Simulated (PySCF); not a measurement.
# Radial density of He (helium, neutral)

r2SCAN0, 1s1 2s1, high-spin 3S determinant (an excited configuration). Calculation: PySCF 2.14, in dyall-acv3z; scalar relativity by spin-free X2C-1e.

```tsv
r (bohr)	4πr²ρ (e/bohr)	4πr²(ρα − ρβ)
0.0155	0.007667	0.0077
0.0262	0.02071	0.0207
0.0440	0.05455	0.0545
0.0740	0.1366	0.1366
0.124	0.3155	0.3155
0.209	0.6328	0.6328
0.352	1.003	1.0030
0.592	1.069	1.0693
0.996	0.5886	0.5886
1.68	0.1684	0.1684
2.82	0.2467	0.2467
4.74	0.2161	0.2161
7.97	0.01091	0.0109
```

Densities and radii are taken from the X2C orbitals without a picture-change correction, which distorts them close to the nucleus.

The outer electron is Rydberg-like, and this basis confines it to a smaller radius and binds it less than a complete one would.
